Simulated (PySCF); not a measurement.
Species: [In(CN)H3]-, CH3InN (charge -1).
Cartesian coordinates in Å at the PBE0-D3(BJ)/def2-SVP level; atoms count from 1:
```
atom  x, y, z in Å
In1    0.013   -0.021   -0.717
C2     0.005    0.005    1.524
N3     0.002    0.005    2.690
H4     1.721   -0.020   -1.181
H5    -0.845    1.444   -1.218
H6    -0.832   -1.509   -1.168
```

Computed with PBE0-D3(BJ)/def2-SVP geometry optimisation, gas phase, def2 core potentials past Kr in PySCF 2.14.0.

(1) Which atoms are bound to In1, and at what distances?

(2) List the angles at In1.

(3) What is the shape at In1?

(4) What are the other bond lengths?

(5) Give some angles away from the centre.

(6) What are the rotational constants (commonest isotopes, rigid rotor)?

## Answers

(1) 4 atoms: H6 1.770 Å, H5 1.770 Å, H4 1.770 Å, C2 2.242 Å. The nearest atom not counted as bound is N3, at 3.41 Å.

(2) 
| angle | degrees | distance of the outer atoms (Å) |
| --- | --- | --- |
| H4–In1–H6 | 113.3 | 2.96 |
| H4–In1–H5 | 113.1 | 2.95 |
| H5–In1–H6 | 113.1 | 2.95 |
| C2–In1–H5 | 105.8 | 3.21 |
| C2–In1–H4 | 105.4 | 3.20 |
| C2–In1–H6 | 105.2 | 3.20 |

(3) Distorted tetrahedral: angles from 105.2° to 113.3°; τ4 = (360° − α − β)/141° = 0.95 with α and β the two widest (0 for a square, 1 for a tetrahedron).

(4) C2–N3 1.166 Å.

(5) In1–C2–N3 179.3°.

(6) A = 57445, B = 2650, C = 2650 MHz: a prolate symmetric top.

Point group: C3v (tolerance 0.08 Å). Charge -1, singlet. No PBE0-D3(BJ)/def2-SVP frequencies stand behind this structure, so it isn't proved a minimum.

Hardware: one thread of an Intel Xeon Platinum 8259CL at 2.50 GHz, shared host with 96 logical CPUs at a one-minute load of 38. Cost: 14 s of wall time, 0.28 GiB resident at most. This is the geometry optimisation.
